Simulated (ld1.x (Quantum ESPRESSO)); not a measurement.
**Hf: one change to a TM semilocal potential, before and after**

- Element: hafnium
- Generator: ld1.x (Quantum ESPRESSO) 7.5
- Type: norm-conserving Troullier–Martins (semilocal form)
- Functional: PBE
- Relativity: scalar-relativistic
- Frozen core: [Kr] 4d10 4f14 5s2
- Valence charge: 10
- Reference configuration: 5p6 5d1 6s0 6p0 (charge +3)
- Partial waves: 6s (bound, empty): rc 2.50 bohr; 5d (bound): rc 2.15 bohr; 5p (bound): rc 1.50 bohr
- Local potential: the p channel
- Core correction: none

All-electron outer shells of the reference configuration (PBE, scalar-relativistic, ld1.x):

```
shell  level (eV)  outermost node (bohr)  outermost maximum (bohr)
   5p      -62.51                   0.60                      1.16
   4f      -44.15                      –                      0.45
   5d      -27.13                   0.66                      1.57
   6s      -25.96                   1.34                      2.55
   6p      -19.30                   1.58                      3.08
```

Change: wave 5d (bound): rc 2.15 bohr becomes 5d (bound): rc 3.12 bohr.

Cutoffs: the cutoffs (Ry, on a coarse ladder) from which the occupation-weighted sum of valence levels, in a spherical-Bessel basis at the reference potential, stays within 10 and 1 mRy of its value at 400 Ry; they do not see the model core or the augmentation charge, which bear on the density cutoff. Errors are all-electron minus pseudo energies relative to the spin-unpolarised reference configuration.

**Question.** Predict the effect on cutoff, ghosts and configuration errors.

**Answer.** The potential gets neither clearly harder nor softer (80 Ry and 100 Ry → 80 Ry and 100 Ry); the p channel sets the loose cutoff, while the largest relative change is in d, which becomes softer; of the 7 tests that both files solve, the error grows in 2 and shrinks in 0 by more than 15 % and 0.3 meV (median size 160.5 → 142.1 meV); neither file shows a bound ghost. A semilocal file is local in each channel, so a ghost entry of none says nothing of the separable form that plane-wave codes build from it.

```tsv
quantity	base	changed
cutoff, loose	80 Ry	80 Ry
cutoff, tight	100 Ry	100 Ry
loose cutoff by channel (10 mRy a level)	d 21 Ry, p 40 Ry	d 18 Ry, p 40 Ry
bound ghosts	none	none
error for 5p6 5d2 6s2 6p0, meV [ΔE -43.95 eV]	+239	+211
error for 5p6 5d2 6s1 6p0, meV [ΔE -35.97 eV]	+128	+127
error for 5p6 5d2 6s0 6p0, meV [ΔE -21.79 eV]	+11	+39
error for 5p6 5d2.5 6s1.5 6p0, meV [ΔE -42.69 eV]	+210	+188
error for 5p5 5d2 6s2 6p0, meV [ΔE -2.93 eV]	-1.0	-57
error for 5p6 5d3 6s1 6p0, meV [ΔE -41.36 eV]	+174	+159
error for 5p6 5d1 6s2 6p0, meV [ΔE -37.45 eV]	+160	+142
```
